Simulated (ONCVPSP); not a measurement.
# lead, ONCV: configuration errors across variants

lead, optimised norm-conserving Vanderbilt (ONCV), made with ONCVPSP 4.0.1 (PBE, fully relativistic). Core [Kr] 4d10 4f14, reference 5s2 5p6 5d10 6s2 6p2. Waves: 5s+6s: rc 1.40 bohr, ncon 4, nbas 7, qcut 10.9 1/bohr, 2 projectors; 5p+6p: rc 1.30 bohr, ncon 4, nbas 7, qcut 11.1 1/bohr, 2 projectors; 5d: rc 1.60 bohr, ncon 4, nbas 9, qcut 11.6 1/bohr, 3 projectors, debl 3.6 Ha; f scattering state at 0.28 Ha: rc 1.70 bohr, ncon 5, nbas 9, qcut 7.4 1/bohr, 2 projectors, debl 4 Ha. Local part: polynomial inside 1.25 bohr (lpopt 5, dvloc0 0 Ha). Core correction: Teter function, fcfact 5, rcfact 1.4.

Open shells are filled in proportion to 2j + 1.

All-electron excitation energies from the reference (eV): (1) 5s2 5p6 5d10 6s2 6p1 6.698; (2) 5s2 5p6 5d10 6s2 6p0 20.304; (3) 5s2 5p6 5d10 6s1 6p0 52.711; (4) 5s2 5p6 5d10 6s1 6p2 16.050.

2 further variants failed, have other tests or too few solved ones, and are left out.

Errors AE − PS in meV (a dash: test not solved or not reliable):

```tsv
change	(1)	(2)	(3)	(4)	bound ghosts	GHOST(+) flags above zero
base	+0.5	+1.2	-0.7	-0.5	none	s
s: rc 1.46	+0.5	+1.2	-1.0	-0.7	none	s
s: rc 1.58	+0.5	+1.3	-2.0	-1.4	none	s
s: rc 1.86	+0.5	+1.4	-3.9	-3.1	none	s
```

(1) Give the same row for: s: rc 1.96.

Results:

(1) +0.5, +1.4, -4.4, -3.7; bound ghosts: none; GHOST(+) flags above zero: s.
